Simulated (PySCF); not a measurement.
H5PSi, SMILES [SiH3]P (connectivity only; charge and spin as stated), charge -1, multiplicity 2. The structure is a stationary point at PBE-D3(BJ)/def2-SVPD. The spin state was assumed, not searched.

All values below come from PySCF with PBE-D3(BJ)/def2-SVPD.

Harmonic wavenumbers (cm⁻¹): 105, 172, 304, 349, 539, 554, 813, 902, 917, 1039, 1641, 1967, 1981, 2273, 2290. Rotational constants (GHz): 56.37, 4.036, 4.004; symmetry number 1.

**Question.** Work out the zero-point energy and the ideal-gas rigid-rotor harmonic-oscillator thermochemistry at 298.15 K and 1 atm.

**Answer.** ZPE = ½ Σ hcν = ½ × 15848 cm⁻¹ = 94.79 kJ/mol. H − E(el) = 111.81 kJ/mol. Entropy in J/(mol K): translation 160.63, rotation 97.83, vibration 41.82, spin 5.76, total 306.05. G − E(el) = 20.57 kJ/mol. Cp = 80.87 J/(mol K). Modes under 150 cm⁻¹ make the vibrational entropy uncertain.
